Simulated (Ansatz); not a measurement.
Job for Ansatz (a first-principles code): R-CCSD(T)/def2-QZVPP on Cl2CrO2 (SMILES [O]=[Cr](=[O])([Cl])[Cl]). The basis file is the Basis Set Exchange's JSON of that set.

Ansatz 0.2 input:
```yaml
crystal:
  periodic: [false, false, false]
  atoms:
    - {symbol: Cr, position_ang: [0.12478840, -0.00000000, -0.00000000]}
    - {symbol: O, position_ang: [1.02283020, 0.89424365, 0.89424365]}
    - {symbol: O, position_ang: [1.02283020, -0.89424365, -0.89424365]}
    - {symbol: Cl, position_ang: [-1.08522440, 1.23145559, -1.23145559]}
    - {symbol: Cl, position_ang: [-1.08522440, -1.23145559, 1.23145559]}
basis:
  gaussian:
    orbitals: def2-QZVPP.json
magnetization: {spin_polarized: false}
correlation: {method: ccsd_t, electrons: outside_noble_gas}
scf: {lower_state_search: off}
```

Problem. Give the final energy of this run.

Solution. -2113.4365 hartree (reference determinant -2111.9630, T1 diagnostic 0.038).

Problem. How many basis functions does it have, and what does it roughly cost on one machine?

Solution. 347 functions; very roughly 3 core-minutes.
